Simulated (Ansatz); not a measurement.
Cost and result for the atomization energy of ClH₅O₂Si₂ (`O[SiH](O)[SiH2]Cl`) (10 atoms, 9 bonds).

Z-matrix (Å, degrees):
```
Si
O 1 1.643
Si 1 2.348 2 104.3
O 1 1.642 2 114.0 3 117.9
H 1 1.484 2 110.8 3 -124.8
H 2 0.959 1 118.3 3 178.8
Cl 3 2.078 1 104.5 2 89.2
H 3 1.485 1 113.1 2 -154.8
H 3 1.483 1 115.0 2 -28.6
H 4 0.961 1 116.5 2 -75.5
```

Total charge 0; spin multiplicity 1. All single points use the PBE0-D4/def2-TZVP geometry. It is one conformer, not always the lowest. Program: Ansatz. All runs use 4 threads of an Arm Neoverse V1 on a shared host. Times are those of one run each, without the atoms' runs, and a repeat can differ threefold. Electronic energies, without spin–orbit coupling; frozen cores. CCSD(T)/CBS adds CCSD(T) − MP2 in def2-TZVPP to the MP2 limit, and its time is that of the two runs behind it. T1 = 0.012. B3LYP takes the VWN-RPA correlation (the form of Gaussian; ORCA's B3LYP/G).

CCSD(T)/CBS is a level of theory with its own doubt, some kJ/mol a heavy atom from the limit and from the frozen cores, so smaller differences don't rank the functionals.

```tsv
level	functions	wall time	atomization (kcal/mol)	difference from CCSD(T)/CBS	per bond
PBE-D4/def2-TZVPP (with forces)	258	2.9 s	832.1	-2.0	-0.2
PBE0-D4/def2-TZVPP	258	3.9 s	818.5	-15.6	-1.7
r2SCAN-D4/def2-TZVPP (with forces)	258	5.5 s	830.3	-3.8	-0.4
B3LYP-D4/def2-TZVPP (with forces)	258	6 s	823.2	-10.9	-1.2
B2PLYP/def2-TZVPP	258	6.5 s	816.0	-18.1	-2.0
ωB97X-V/def2-TZVPP	258	9.5 s	833.8	-0.3	0.0
ωB97M-V/def2-TZVPP (with forces)	258	14 s	831.4	-2.7	-0.3
MP2/def2-QZVPP	474	29 s	839.7	5.6	0.6
CCSD(T)/def2-TZVPP	258	3.2 min	806.3	-27.8	-3.1
CCSD(T)/CBS(def2)	–	3.6 min	834.1	0.0	0.0
```

From PBE to PBE0 (25 % exact exchange), in def2-TZVPP and without D4, the atomization energy moves by −12.8 kcal/mol: exact exchange takes away binding that semilocal exchange gives to molecules. In def2-TZVPP, CCSD(T) changes the Hartree–Fock value by +207.0 kcal/mol (the triples alone add +12.0 kcal/mol) and MP2 by +223.7 kcal/mol; breaking electron pairs costs correlation energy, which Hartree–Fock lacks. The D4 term adds +9.8 kcal/mol with B3LYP and +5.2 kcal/mol with PBE0; it sums over pairs of atoms, weighted by their polarisabilities, and B3LYP, whose exchange is more repulsive, gets the larger term.
